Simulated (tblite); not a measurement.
Compound: C₆H₁₀O₂P₂.
Numbering: `[CH3:1][O:2][C:3](=[O:4])[PH:5][C:6]#[C:7][P:8]([CH3:9])[CH3:10]` (hydrogens: H11, H12, H13 on C1; H14 on P5; H15, H16, H17 on C9; H18, H19, H20 on C10)

Computed geometry: GFN2-xTB, gas phase.

Problem. What internal coordinates does the optimisation give?

Solution. 
```
                   bond  length (Å)
                  C1–O2       1.424
                  O2–C3       1.326
                  C3=O4       1.201
                  C3–P5       1.852
                  P5–C6       1.757
                  C6≡C7       1.211
                  C7–P8       1.768
          P8–C9, P8–C10       1.858
 C1–H11, C1–H12, C1–H13       1.090
                 P5–H14       1.401
C9–H15 and 5 like bonds       1.089
```

Bonds in one row agree within 0.01 Å and their mean is given. A selection of angles:
```
     angle  degrees
 O2–C1–H11    110.0
 O2–C1–H12    106.3
H11–C1–H12    110.6
H11–C1–H13    109.0
  C1–O2–C3    117.1
  O2–C3–O4    126.1
  O2–C3–P5    108.8
  O4–C3–P5    124.9
  C3–P5–C6     96.6
 C3–P5–H14     93.4
 C6–P5–H14     96.4
  P5–C6–C7    175.9
  C6–C7–P8    176.0
  C7–P8–C9     97.4
 C9–P8–C10     98.2
 P8–C9–H15    111.4
 P8–C9–H16    108.9
H15–C9–H16    109.6
H16–C9–H17    108.5
```

Torsions: C1–O2–C3–O4 1° (synperiplanar); O2–C3–P5–C6 58° (synclinal). The mirror-image conformer, all signs reversed, is as good.

O2 (oxygen singly bound to a carbonyl carbon) is bent (angle 117.1°). P5 (phosphine phosphorus) is pyramidal (angles 96.6°, 96.4° and 93.4°, sum 286.4°, 0.85 Å off the plane of its three neighbours). Of the pairs four or more bonds apart, O4···H13 is among the closest relative to their van der Waals radii: 2.61 Å, 96 % of the sum of Bondi's values. The 5 C–P bonds span 1.757 Å (P5–C6, drawn single) to 1.858 Å (P8–C9, drawn single), a spread of 0.101 Å. P8 (phosphine phosphorus) is pyramidal (angles 98.2°, 97.4° and 96.8°, sum 292.4°, 0.91 Å off the plane of its three neighbours). The C–O distances run from 1.201 Å (C3=O4, drawn double) to 1.424 Å (C1–O2, drawn single), a spread of 0.223 Å.

Point group: C1 (no symmetry element, even within 0.4 Å). Its lowest GFN2-xTB frequency is 5 cm⁻¹, too small to tell a flat minimum from a shallow saddle. The numbers are those of one conformer. 3 starts were optimised and ended at 0.00, 0.03 and 0.07 kcal/mol (GFN2-xTB); the lowest of these is shown.
